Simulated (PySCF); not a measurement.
Electrostatic potential from atomic charges

Species: `C=CCN1N=CC(OC)=N1`. Coordinates (GFN2-xTB, Å) and charges (e) from the PBE0/pcSseg-1 density (PySCF):

| atom | x | y | z | Mulliken | IAO | Hirshfeld | ESP-fitted |
| --- | --- | --- | --- | --- | --- | --- | --- |
| C1 | 3.187 | 1.148 | -0.177 | -0.1416 | -0.3083 | -0.0944 | -0.5185 |
| C2 | 2.519 | 0.038 | -0.421 | -0.2425 | -0.1399 | -0.0429 | +0.1184 |
| C3 | 1.662 | -0.668 | 0.592 | +0.1275 | -0.1594 | -0.0133 | -0.4260 |
| N4 | 0.330 | -0.855 | 0.088 | -0.2594 | +0.1443 | +0.0889 | +0.6078 |
| N5 | 0.012 | -1.803 | -0.753 | -0.2122 | -0.2303 | -0.1316 | -0.4360 |
| C6 | -1.270 | -1.618 | -1.022 | +0.0926 | -0.1405 | -0.0536 | -0.2037 |
| C7 | -1.697 | -0.495 | -0.289 | +0.3293 | +0.2478 | +0.0881 | +0.5751 |
| O8 | -2.929 | 0.025 | -0.271 | -0.4786 | -0.3249 | -0.1135 | -0.3937 |
| C9 | -3.089 | 1.150 | 0.570 | -0.0245 | -0.2072 | -0.0355 | -0.0539 |
| N10 | -0.658 | -0.035 | 0.400 | -0.2746 | -0.3099 | -0.1560 | -0.5954 |
| H11 | 3.795 | 1.623 | -0.927 | +0.1236 | +0.1578 | +0.0516 | +0.1912 |
| H12 | 3.160 | 1.626 | 0.789 | +0.1145 | +0.1469 | +0.0481 | +0.2131 |
| H13 | 2.545 | -0.434 | -1.393 | +0.1222 | +0.1562 | +0.0467 | +0.0910 |
| H14 | 2.080 | -1.658 | 0.802 | +0.1467 | +0.1712 | +0.0577 | +0.1637 |
| H15 | 1.586 | -0.088 | 1.513 | +0.1290 | +0.1688 | +0.0576 | +0.1883 |
| H16 | -1.820 | -2.252 | -1.684 | +0.1004 | +0.1766 | +0.0627 | +0.1913 |
| H17 | -2.448 | 1.973 | 0.243 | +0.1109 | +0.1452 | +0.0430 | +0.0908 |
| H18 | -2.837 | 0.898 | 1.603 | +0.1096 | +0.1448 | +0.0420 | +0.0811 |
| H19 | -4.137 | 1.434 | 0.495 | +0.1274 | +0.1607 | +0.0544 | +0.1156 |

Points outside the species (Å): A (5.6, -1.1, -4.5); B (-3.8, 0.0, -5.2); C (2.8, -3.4, -4.6); D (3.6, 5.3, 0.2); E (-4.8, -6.4, -2.2).

**Question.** Find the potential V = 14.3996 V·Å × Σ q/r of each set of charges at these points.

**Answer.** In volts:

```tsv
point	nearest atom	distance (Å)	Mulliken	IAO	Hirshfeld	ESP-fitted
A	H13	4.41	+0.008	+0.036	+0.015	+0.008
B	H16	4.62	-0.207	-0.195	-0.092	-0.094
C	H13	4.38	-0.122	-0.076	-0.053	-0.111
D	H12	3.75	+0.156	+0.101	+0.058	+0.071
E	H16	5.13	-0.105	-0.098	-0.060	-0.055
```

**Question.** How far are the other sets from the ESP-fitted one at these points?

**Answer.** Root-mean-square difference: Hirshfeld 0.027 V, IAO 0.055 V, Mulliken 0.067 V. The ESP scheme is a least-squares fit of atom-centred charges to the potential on four shells outside the van der Waals surface, with the total charge fixed.

**Question.** What energy would a point charge of +2 e have at C in the field of the ESP charges, leaving out polarisation?

**Answer.** -0.222 eV = -21.4 kJ/mol, an attraction.

Geometry: GFN2-xTB, one conformer, isolated molecule.

The run behind these numbers computed NMR shieldings as well. Cost: about 2.4 min of CPU time on one thread (with the writing of density and orbital grids); the machine was shared, so the figure is rough.

Conformer computed: `[CH2:1]=[CH:2][CH2:3][n:4]1[n:5][cH:6][c:7]([O:8][CH3:9])[n:10]1`: C1–C2–C3–N4 125°, C2–C3–N4–N5 79°, C6–C7–O8–C9 179°.
